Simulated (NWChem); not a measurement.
# C2H6OSe; SMILES CO[Se]C

```xyz
10

Se    -0.4560     0.5227    -0.0481
C      1.3729     1.2086     0.0599
H      1.3194     2.2810    -0.2171
H      2.0457     0.6861    -0.6465
H      1.7442     1.1150     1.0977
O     -0.1338    -1.1668     0.6164
C      0.3162    -2.1038    -0.3503
H      1.3064    -1.8344    -0.7875
H      0.4277    -3.0688     0.1880
H     -0.4053    -2.2444    -1.1868
```
Atoms are numbered in this order, from 1.

Computed with NWChem. Pople sets run with spherical d functions. Coordinates come from a PBE-D3(BJ)/def2-SVP optimisation. Ions are spin-unrestricted doublets at the neutral geometry; other ion states weren't tried. Functional: LC-ωPBE (HJS hole) with 6-31G*; the question gives the range parameter ω in 1/bohr.

Q: Estimate the computed values for range parameter (1/bohr) 0.25. Quantities: vertical ionisation energy, ΔSCF (eV); −ε(HOMO) (eV).

A: 
- vertical ionisation energy, ΔSCF (eV) = 8.54
- −ε(HOMO) (eV) = 8.04
